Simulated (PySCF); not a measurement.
## How methods differ on the ionisation energy of B⁺

B⁺ [He] 2s2 (1S) → B²⁺ [He] 2s1 (2S), as a difference of total energies. Calculation: PySCF 2.14, in aug-cc-pCVTZ-DK (7s6p4d2f, 59 functions); scalar relativity by spin-free X2C-1e. Correlated levels: valence: 1s2 frozen. The calculations carry no spin-orbit coupling.

Question: Order these methods by the ionisation energy they give, lowest first.
A. MP2 (valence)
B. CCSD (valence)
C. UHF
D. SCS-MP2 (valence)

Answer: C (23.449 eV), A (24.449 eV), D (24.649 eV), B (25.089 eV).

Errors of the correlated levels include the incompleteness of this basis and the frozen core.

With two correlated electrons CCSD is exact in that space.

For comparison: 25.155 eV (measured; NIST Atomic Spectra Database, ionization energies).
